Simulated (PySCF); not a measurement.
PySCF input (BP86/def2-SVP):

```python
from pyscf import gto, dft

mol = gto.M(
    atom='''
    Br    2.05824500   -0.48966400   -0.13878700
    Si    0.00002700   -0.00460600    1.02396700
    Br   -1.45372500   -1.53672400   -0.14340600
    Br   -0.60453000    2.02823000   -0.12739300
    ''',
    basis='def2-svp',
    charge=-1,
    spin=0,
    verbose=4,
)

mf = dft.RKS(mol, xc='bp86')
mf.grids.level = 3
mf.conv_tol = 1e-9
mf.max_cycle = 100
mf.max_memory = 1500
mf.kernel()
if not mf.converged:
    mf = mf.newton()
    mf.kernel(mf.make_rdm1())
mf.dip_moment()
```

From the output:

```
Set gradient conv threshold to 3.16228e-05
Initial guess from minao.
tot grids = 80456
init E= -8008.75221668668
  HOMO = -0.231910461659878  LUMO = -0.0668841385288968  gap/eV = 4.49059
cycle= 1 E= -8011.94471053508  delta_E= -3.19  |g|= 0.359  |ddm|= 2.12
  HOMO = -0.0266879027582534  LUMO = 0.111291867341353  gap/eV = 3.75462
cycle= 2 E= -8011.87721643336  delta_E= 0.0675  |g|= 0.551  |ddm|= 1.35
  HOMO = -0.0174851025277118  LUMO = 0.134776060170815  gap/eV = 4.14324
cycle= 3 E= -8011.98014464193  delta_E= -0.103  |g|= 0.141  |ddm|= 0.97
  HOMO = -0.0332999757273038  LUMO = 0.118235359487482  gap/eV = 4.12349
cycle= 4 E= -8011.98540483515  delta_E= -0.00526  |g|= 0.0284  |ddm|= 0.205
  HOMO = -0.0320751096023248  LUMO = 0.120832966444424  gap/eV = 4.16084
cycle= 5 E= -8011.9856272417  delta_E= -0.000222  |g|= 0.005  |ddm|= 0.0391
  HOMO = -0.0324734985759147  LUMO = 0.120184088357072  gap/eV = 4.15402
cycle= 6 E= -8011.98563160384  delta_E= -4.36e-06  |g|= 0.00118  |ddm|= 0.0076
  HOMO = -0.0323768682357968  LUMO = 0.12029684036771  gap/eV = 4.15446
cycle= 7 E= -8011.98563212332  delta_E= -5.19e-07  |g|= 0.000208  |ddm|= 0.00227
  HOMO = -0.0323549830045842  LUMO = 0.120314893106436  gap/eV = 4.15436
cycle= 8 E= -8011.98563213976  delta_E= -1.64e-08  |g|= 3.65e-05  |ddm|= 0.000377
  HOMO = -0.0323596669102328  LUMO = 0.120313631031371  gap/eV = 4.15445
cycle= 9 E= -8011.9856321401  delta_E= -3.4e-10  |g|= 3.57e-06  |ddm|= 6.44e-05
  HOMO = -0.0323591632759639  LUMO = 0.120313326038977  gap/eV = 4.15443
Extra cycle  E= -8011.9856321401  delta_E= 1.82e-12  |g|= 5.47e-06  |ddm|= 2.24e-05
converged SCF energy = -8011.9856321401

WARN: System has nonzero charge -1; the dipole moment is origin-dependent.
Location of origin: [0. 0. 0.]

Dipole moment(X, Y, Z, Debye):  0.00002,  0.00101, -0.22757
```

The dipole moment of an ion depends on the origin.

The geometry given is a B3LYP-D3(BJ)/def2-TZVP minimum.
